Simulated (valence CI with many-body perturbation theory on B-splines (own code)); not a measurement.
Energy levels of Yb⁶²⁺

Method: relativistic CI+MBPT: six valence electrons over a frozen Dirac-Fock core [He], radial functions for each j: 9 s, 9 p, 8 d, 6 f, 3 g, 1 h, with the one-electron correlation potential Σ1, the two-electron term Σ2, the three-electron term Σ3, Breit, model QED; selected CI, second order for the rest, scaled by the run's own slope (own B-spline code, finite nucleus).

No measured spectrum was set against this ion. As an estimate, large intervals hold to a few tenths of a per cent, small ones and those within an open d or f shell to about a per cent. Among the levels kept, up to 2100 cm⁻¹ of a level comes from second order outside the variational space, and about a tenth of that is noise between levels of different J, which matters for small intervals.

Levels 46 to 56 of 56, with energies above the lowest level, (2s^2 2p1/2^2 2p3/2^2) J=2. "Leading %" is the weight of the configuration and term that name the level; weights of strongly mixed levels are sums over their largest components and can fall short, and the name can then belong to a minority configuration. In the jj column 3d3/2^4 stands for four electrons in 3d with j = 3/2. Lifetimes count E1, E2, E3, M1 and M2 decay at the calculated energies, and are blank where another channel may lead or the interval is too uncertain; long ones can be off by a factor of two.

| No. | Configuration | Term | J | E (× 10³ cm⁻¹) | Leading % | Leading jj | Second component | Lifetime |
| --- | --- | --- | --- | --- | --- | --- | --- | --- |
| 46 | 2s 2p4 3p | 5P° | 2 | 74338 | 30 | 2s 2p1/2^2 2p3/2^2 3p1/2 (99 %) | 18 % 2s 2p4 3p 5S° | 5.57 fs |
| 47 | 2s 2p4 3p | 3D° | 3 | 74350 | 40 | 2s 2p1/2^2 2p3/2^2 3p1/2 (99 %) | 24 % 2s 2p4 3p 5D° | 2.24 fs |
| 48 | 2s 2p4 3s | 3P | 2 | 74354 | 35 | 2s 2p1/2^2 2p3/2^2 3s (70 %) | 12 % 2s 2p4 3s 3D | 28.6 fs |
| 49 | 2s2 2p3 3p | 1P | 1 | 74371 | 30 | 2s^2 2p1/2 2p3/2^2 3p3/2 (83 %) | 24 % 2s2 2p3 3p 3P | 25.1 fs |
| 50 | 2s2 2p3 3p | 3F | 4 | 74388 | 100 | 2s^2 2p1/2 2p3/2^2 3p3/2 (100 %) |  | 465 fs |
| 51 | 2s2 2p3 3p | 3D | 3 | 74395 | 71 | 2s^2 2p1/2 2p3/2^2 3p3/2 (99 %) | 24 % 2s2 2p3 3p 1F | 460 fs |
| 52 | 2s 2p4 3s | 1S | 0 | 74476 | 64 | 2s 2p1/2^2 2p3/2^2 3s (99 %) | 35 % 2s 2p4 3s 3P | 11.0 fs |
| 53 | 2s2 2p3 3p | 3P | 1 | 74684 | 65 | 2s^2 2p1/2 2p3/2^2 3p3/2 (88 %) | 15 % 2s2 2p3 3p 1P | 45.7 fs |
| 54 | 2s2 2p3 3p | 1D | 2 | 74742 | 47 | 2s^2 2p1/2 2p3/2^2 3p3/2 (97 %) | 25 % 2s2 2p3 3p 3P | 245 fs |
| 55 | 2s2 2p3 3p | 3D | 2 | 74893 | 40 | 2s^2 2p1/2 2p3/2^2 3p3/2 (99 %) | 37 % 2s2 2p3 3p 1D | 474 fs |
| 56 | 2s2 2p3 3p | 3P | 1 | 74907 | 47 | 2s^2 2p1/2 2p3/2^2 3p3/2 (94 %) | 26 % 2s2 2p3 3p 3S | 170 fs |
